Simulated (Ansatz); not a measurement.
Rb₅H₄, relaxed as a doublet with UKS B3LYP-D4/def2-SVP in Ansatz, starting from the GFN1-xTB geometry. Force threshold 0.02 eV/Å.

In the def2 sets Rb takes a core potential; there is no spin–orbit coupling. The relaxation made no stability test and no search for a lower SCF solution. The structure comes from a short search, and lower isomers may exist.

Start:

| atom | x (Å) | y (Å) | z (Å) |
| --- | --- | --- | --- |
| Rb1 | 0.440 | -1.824 | -1.280 |
| Rb2 | 1.590 | 0.944 | 1.324 |
| Rb3 | -2.308 | 0.306 | 0.719 |
| Rb4 | 1.019 | -2.938 | 2.618 |
| Rb5 | -0.148 | 2.029 | -2.104 |
| H6 | -0.576 | 2.349 | 0.548 |
| H7 | -0.186 | -1.112 | 1.277 |
| H8 | -1.647 | -0.198 | -1.828 |
| H9 | 1.817 | 0.443 | -1.274 |

```json
{"step": "1", "energy (eV)": "-3345.2948", "largest force component (eV/Å)": "0.516", "SCF passes": "17"}
{"step": "2", "energy (eV)": "-3345.4574", "largest force component (eV/Å)": "0.241", "SCF passes": "22"}
{"step": "3", "energy (eV)": "-3345.5006", "largest force component (eV/Å)": "0.138", "SCF passes": "19"}
{"step": "4", "energy (eV)": "-3345.5186", "largest force component (eV/Å)": "0.028", "SCF passes": "20"}
{"step": "5", "energy (eV)": "-3345.5227", "largest force component (eV/Å)": "0.011", "SCF passes": "18"}
{"step": "6", "energy (eV)": "-3345.5235", "largest force component (eV/Å)": "0.018", "SCF passes": "17"}
{"step": "7", "energy (eV)": "-3345.5239", "largest force component (eV/Å)": "0.024", "SCF passes": "17"}
{"step": "8", "energy (eV)": "-3345.5243", "largest force component (eV/Å)": "0.019", "SCF passes": "14"}
{"step": "9", "energy (eV)": "-3345.5245", "largest force component (eV/Å)": "0.017", "SCF passes": "17"}
```

Force components are those of the run's own axes.

End:

```xyz
9

Rb    0.535   -1.747   -1.523
Rb    1.739    1.130    1.177
Rb   -2.263    0.195    0.805
Rb    0.595   -3.330    3.231
Rb   -0.315    2.182   -2.175
H    -0.627    2.389    0.575
H     0.151   -1.263    1.286
H    -1.708   -0.196   -1.856
H     1.892    0.639   -1.519
```

By distances, no bond broke or formed. The bond that changes most is Rb4–H7, from 2.57 to 2.87 Å (atoms count from 1).

The force fell under the threshold at step 5, but the optimiser went on. No frequencies were taken in this run, so the end may be a saddle point.

Hardware: 4 threads of Arm Neoverse V1 on a shared host. Wall time 41 s.
